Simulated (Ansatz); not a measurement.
Consider the redistribution: `F[SiH2]N[SiH2]Cl` + `[OH][GeH]([F])[SiH3]` → `[SiH3]N[SiH2]Cl` + `[OH][Ge]([F])([F])[SiH3]`.

Isolated molecules relaxed with PBE0-D4/def2-TZVP in Ansatz; ΔE leaves out vibrations. CBS: MP2 limit from def2 TZ/QZ plus the TZ coupled-cluster correction, frozen cores. DFT in def2-TZVPP. For Ge outer-core shells are correlated without core-valence functions, which leaves a few kJ/mol of doubt a bond. Scalar relativity is left out up to krypton. Each species was taken in one conformer, which may not be the lowest.

```json
{"level": "LC-ωPBE", "ΔE (kJ/mol)": "64.3"}
{"level": "RPA@PBE/def2-TZVPP", "ΔE (kJ/mol)": "63.9"}
```

(1) What does CCSD(T)/CBS give? (An estimate is asked.)

Largest T1 diagnostic among the species: 0.013.

## Answers

(1) Computed: +69.3 kJ/mol. The listed levels differ from it by -5.0, -5.4 kJ/mol.

At CCSD(T), def2-SVP lies −20.0 kJ/mol from the extrapolated value and def2-TZVPP −4.5 kJ/mol. From BLYP to BHLYP (50 % exact exchange), in def2-TZVPP and without D4, ΔE moves by +5.1 kJ/mol.

CCSD(T)/CBS has its own doubt, a few kJ/mol and more with outer-core shells, so smaller differences from it don't rank the levels.
